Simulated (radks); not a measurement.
Pm21+, configuration [Kr] 4d2 5s2 (not the ground configuration). Method: scalar-relativistic Kohn-Sham, LDA (Slater exchange, Perdew-Wang correlation), spin-unpolarised, spherical densities, finite nucleus; Fermi nuclear charge, rms radius 4.962 fm; computed with a radial shooting solver on a logarithmic mesh with Libxc functionals.

X-ray form factor f0, the Fourier transform of the density (f0(0) = 40):

sin(theta)/lambda (1/angstrom),f0 (electrons)
0.05,39.866
0.1,39.472
0.15,38.836
0.2,37.988
0.25,36.965
0.3,35.810
0.4,33.263
0.5,30.636
0.6,28.125
0.8,23.765
1,20.308
1.25,16.991
1.5,14.451
2,10.554
